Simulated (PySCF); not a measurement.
Ga: electron affinity

Ga⁻ [Ar] 3d10 4s2 4p2 (3P) → Ga [Ar] 3d10 4s2 4p1 (2P), as a difference of total energies. Calculation: PySCF 2.14, in aug-cc-pVTZ-PP with one added diffuse shell each of s, d, f type with ECP10MDF (7s5p5d3f, 68 functions); scalar relativity through the core potential. Correlated levels: valence: 3s2 3p6 3d10 frozen. The calculations carry no spin-orbit coupling.

```tsv
method	electron affinity (eV)
UHF	-0.064
MP2 (valence)	0.255
SCS-MP2 (valence)	0.152
CCSD (valence)	0.276
CCSD(T) (valence)	0.318
```

The reference lies between the lowest fine-structure levels, while these numbers refer to the centres of the terms.

Errors of the correlated levels include the incompleteness of this basis and the frozen core.

A negative affinity means that the anion lies above the atom at that level of theory.

For comparison: 0.301 eV (measured; photodetachment measurements, as compiled on the Wikipedia data page of electron affinities).
